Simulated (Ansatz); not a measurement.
`[SH][SnH2][SeH]` at its PBE0-D4/def2-TZVP geometry, where that method's forces vanish. Total charge 0; spin multiplicity 1. Sn takes the def2 core potential.

```xyz
7

S    -0.3924    1.3274    1.7822
Sn   -0.0440   -0.5827    0.3694
Se    1.5957   -0.0409   -1.4808
H    -0.7924    2.1094    0.7659
H     0.6281   -1.7598    1.3970
H    -1.5063   -1.0611   -0.3638
H     0.5114    0.0078   -2.4698
```

Problem. What forces (eV/Å) does PBE-D4/def2-TZVPP give on these atoms in the Gaussian-basis code of Ansatz? (An estimate is asked.)

Solution. The calculation gave: 
```
S1   0.040  0.088  0.393
Sn2 -0.058 -0.084 -0.033
Se3  0.391  0.044 -0.036
H4  -0.078  0.135 -0.199
H5   0.074 -0.126  0.125
H6  -0.169 -0.065 -0.086
H7  -0.200  0.007 -0.164
```
